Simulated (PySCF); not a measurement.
# Telling isomers of C$_{6}$H$_{10}$OSi apart by NMR

Theoretical values (PySCF 2.14.0 with density-fitted response routines): GFN2-xTB geometry, shieldings: GIAO PBE0/pcSseg-1. One averaged value for each set of equivalent atoms, no relativistic terms, gas phase, single conformer.

References, each an isolated molecule treated in the same way: TMS for ¹H (31.72 ppm), ¹³C (186.93 ppm). Where no couplings were computed, multiplicities follow the n + 1 count of equivalent neighbours, and m marks all less simple cases (inequivalent or close neighbours, rings, F or P nearby). Shifts are as computed. Against solution values, carbons near 30 ppm lie about +3 ppm off and those near 130 ppm about +5 ppm. Of 1211 compounds with measured shifts, 218 miss one by over three times the rms of a fit or turn the order of signals round; such compounds aren't used in these exercises.

(1) Tabulate the signals of `[SiH3]O[C@@]12C=CC[C@@H]1C2`, `C[SiH2]c1ccc(C)o1` and their relative energies.

(2) What is the quickest way to tell [SiH3]O[C@@]12C=CC[C@@H]1C2 from C[SiH2]c1ccc(C)o1?

## Answers

(1) 
```json
{"SMILES": "[SiH3]O[C@@]12C=CC[C@@H]1C2", "carbon types": "1×C 3×CH 2×CH2", "δC": "143.0, 135.7, 73.7, 41.3, 27.8, 25.4", "δH": "6.40 (d, 1H), 5.52 (m, 1H), 4.87 (s, 3H), 2.86 (m, 1H), 2.21 (m, 1H), 1.80 (m, 1H), 1.35 (m, 1H), 0.04 (m, 1H)", "E rel. (kcal/mol)": "19.6"}
{"SMILES": "C[SiH2]c1ccc(C)o1", "carbon types": "2×C 2×CH 2×CH3", "δC": "163.7, 155.9, 130.2, 113.8, 16.7, -5.8", "δH": "6.93 (m, 1H), 6.27 (m, 1H), 4.65 (q, 2H), 2.47 (s, 3H), 0.36 (t, 3H)", "E rel. (kcal/mol)": "0.0"}
```

Energies are electronic energies at PBE0/pcSseg-1 on these geometries, without zero-point or thermal terms, each for the one conformer computed, which needn't be the lowest.

(2) Both give the same number of carbon signals, but DEPT or the intensities differ. The first has a three-membered-ring carbon (C) at 73.7 ppm, the second a substituted aromatic carbon next to the ring oxygen (C) at 163.7 ppm. Their most deshielded carbons lie at 143.0 and 163.7 ppm. In the proton spectra the most deshielded non-exchanging signals are 6.40 (d, 1H) and 6.93 (m, 1H).
